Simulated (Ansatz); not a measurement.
`F[SiH2]C[SiH](F)F`, relaxed with RKS PBE0-D4/def2-TZVP in the Gaussian-basis code of Ansatz from a GFN2-xTB geometry. The force threshold is 0.005 eV/Å; the program also tests the step.

Total charge 0; spin multiplicity 1.

Start:

```xyz
11

F     1.174    2.433   -1.029
Si    0.756    1.372    0.116
C    -0.138   -0.043   -0.790
Si   -0.711   -1.416    0.356
F     0.532   -1.958    1.205
F    -1.636   -0.802    1.509
H     2.017    0.950    0.703
H    -0.128    2.113    1.001
H    -0.995    0.365   -1.328
H     0.527   -0.454   -1.550
H    -1.399   -2.559   -0.194
```

Question: By how much does the energy fall, and how many steps does the optimiser take? (Best estimate.)

Answer: The calculation gave: 12.39 kJ/mol, in 7 steps, 1 of them rejected.

Question: Which bonds change most? (Best estimate.)

Answer: Ansatz gave: Si2–C3 from 1.903 to 1.863 Å; C3–Si4 from 1.878 to 1.841 Å; Si4–H11 from 1.443 to 1.475 Å; Si2–H7 from 1.453 to 1.481 Å.

Question: Give the relaxed structure. (Estimate.)

Answer: Ansatz gave: 
```xyz
11

F     1.152    2.429   -1.101
Si    0.761    1.396    0.059
C    -0.126   -0.044   -0.721
Si   -0.696   -1.394    0.393
F     0.550   -2.000    1.173
F    -1.686   -0.800    1.485
H     2.016    0.958    0.712
H    -0.117    2.108    1.016
H    -1.004    0.342   -1.254
H     0.537   -0.489   -1.473
H    -1.387   -2.506   -0.288
```
